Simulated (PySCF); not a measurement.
# Ti²⁺ (titanium, charge +2) across methods

[Ar] 3d1 4p1, one real determinant (an excited configuration). Calculation: PySCF 2.14, in aug-cc-pwCVTZ (10s9p7d4f3g, 127 functions); no relativity, point nucleus.

```tsv
method	E (hartree)	mean ε 3p β (eV)	mean ε 3d α (eV)	mean ε 4p α (eV)	Σ⟨r²⟩ (bohr²)	⟨S²⟩
UHF	-847.39392	-70.697	-34.864	-17.419	25.68	2.002
LDA	-846.182	-61.046	-26.797	-15.543	24.71	2.000
wB97X-V	-848.146	-66.331	-31.487	-17.731	25.02	2.000
PBE0	-848.065	-63.754	-29.056	-16.148	24.92	2.001
r2SCAN	-848.217	-61.912	-27.317	-15.551	24.93	2.001
PBE	-848.020	-60.988	-26.879	-15.571	24.79	2.000
BP86	-848.347	-61.092	-26.967	-15.642	24.73	2.000
```

Problem. Estimate the same row for wB97M-V.

Solution. E (hartree) = -848.213; mean ε 3p β (eV) = -66.261; mean ε 3d α (eV) = -31.400; mean ε 4p α (eV) = -17.472; Σ⟨r²⟩ (bohr²) = 25.06; ⟨S²⟩ = 2.000.

⟨L²⟩ = 8.02 against 12 for a pure F term, so this real determinant mixes terms.
